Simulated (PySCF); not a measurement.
Compound: CF3C(O)Cl, C₂ClF₃O.
Numbering: `[O:1]=[C:2]([Cl:3])[C:4]([F:5])([F:6])[F:7]`

A GFN2-xTB structure was refined with PySCF 2.14.0, PBE0-D3(BJ)/def2-SVP geometry optimisation, gas phase. Its GFN2-xTB values:

```
 coordinate  GFN2-xTB
      O1=C2   1.181 Å
     C2–Cl3   1.724 Å
      C2–C4   1.555 Å
      C4–F5   1.335 Å
  O1–C2–Cl3    124.9°
   O1–C2–C4    124.6°
   C2–C4–F5    111.1°
  Cl3–C2–C4    110.5°
   F5–C4–F6    107.6°
O1–C2–C4–F5     -120°
```

Task: How do these coordinates change at the PBE0-D3(BJ)/def2-SVP level?

Result: 
```json
{"coordinate": "C2–Cl3", "PBE0-D3(BJ)/def2-SVP (Å or °)": "1.749", "change": "+0.025"}
{"coordinate": "C2–C4", "PBE0-D3(BJ)/def2-SVP (Å or °)": "1.546", "change": "-0.009"}
{"coordinate": "C4–F5", "PBE0-D3(BJ)/def2-SVP (Å or °)": "1.327", "change": "-0.008"}
{"coordinate": "O1=C2", "PBE0-D3(BJ)/def2-SVP (Å or °)": "1.179", "change": "-0.002"}
{"coordinate": "C2–C4–F5", "PBE0-D3(BJ)/def2-SVP (Å or °)": "109.8", "change": "-1.3"}
{"coordinate": "F5–C4–F6", "PBE0-D3(BJ)/def2-SVP (Å or °)": "108.9", "change": "+1.3"}
{"coordinate": "Cl3–C2–C4", "PBE0-D3(BJ)/def2-SVP (Å or °)": "111.7", "change": "+1.2"}
{"coordinate": "O1–C2–C4", "PBE0-D3(BJ)/def2-SVP (Å or °)": "123.8", "change": "-0.8"}
{"coordinate": "O1–C2–Cl3", "PBE0-D3(BJ)/def2-SVP (Å or °)": "124.5", "change": "-0.4"}
{"coordinate": "O1–C2–C4–F5", "PBE0-D3(BJ)/def2-SVP (Å or °)": "-116", "change": "+4"}
```

The energy falls by 2.9 kJ/mol over 7 energy and gradient evaluations, the largest force component goes from 0.0186 to 3.3e-04 Eh/bohr, and the atoms move by 0.040 Å rms after alignment. The bond that changes most is C2–Cl3 (ends: acyl halide carbon; chlorine bonded to C), which lengthens by 0.025 Å. Bonds longer at the end by more than 0.005 Å: 1 of 6; shorter: 4. Rotational constants go from 3356, 1805, 1476 to 3375, 1803, 1479 MHz.

The run used 102 basis functions and 56 SCF cycles in all. Hardware: Arm Neoverse V1, one thread, no GPU (shared host). Cost: 25 s wall, 0.43 GiB resident at most.

Stationary, but not proved a minimum.

The values belong to the conformer `[O:1]=[C:2]([Cl:3])[C:4]([F:5])([F:6])[F:7]`: O1–C2–C4–F5 -116°.
